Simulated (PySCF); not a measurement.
These 3 structures share the formula C3H8Si. Level of theory: PBE0-D3(BJ)/def2-SVP geometry optimisation, gas phase in PySCF 2.14.0. One conformer each; no zero-point energy, no entropy. No frequencies were run at this level. Point groups hold within 0.08 Å.

Problem. Rank from lowest to highest electronic energy at this level (kcal/mol).
A. SiH2Me(vinyl), `C=C[SiH2]C`
B. `[CH2:1]=[CH:2][CH2:3][SiH3:4]` with C1–C2–C3–Si4 106°
C. `C[SiH]1CC1`

Solution. A (0.0), C (4.0), B (6.3).

Neighbours under 2.5 kcal/mol apart (C[SiH]1CC1 and C=CC[SiH3]) can change places with a better method, another conformer or zero-point energy.

| SMILES | E (Eh) | E rel (kcal/mol) | dipole (D) | point group | A, B, C (MHz) |
| --- | --- | --- | --- | --- | --- |
| [H][Si]([H])(C)C=C | -408.16182 | 0.0 | 0.75 | C1 | 13589, 3012, 2790 |
| C[SiH]1CC1 | -408.15545 | 4.0 | 0.83 | Cs | 11835, 3922, 3865 |
| C=CC[SiH3] | -408.15173 | 6.3 | 0.52 | C1 | 15599, 2750, 2634 |

Problem. How do the relative energies change in single points at PBE0/pcSseg-1 (no added dispersion term) on the same geometries?

Solution. 
| SMILES | PBE0-D3(BJ)/def2-SVP (kcal/mol) | PBE0/pcSseg-1 (kcal/mol) | shift |
| --- | --- | --- | --- |
| [H][Si]([H])(C)C=C | 0.0 | 0.0 | 0.0 |
| C[SiH]1CC1 | 4.0 | 5.2 | +1.2 |
| C=CC[SiH3] | 6.3 | 7.3 | +1.0 |

Each column counts from its own lowest isomer. The order is unchanged; the largest shift is 1.2 kcal/mol.
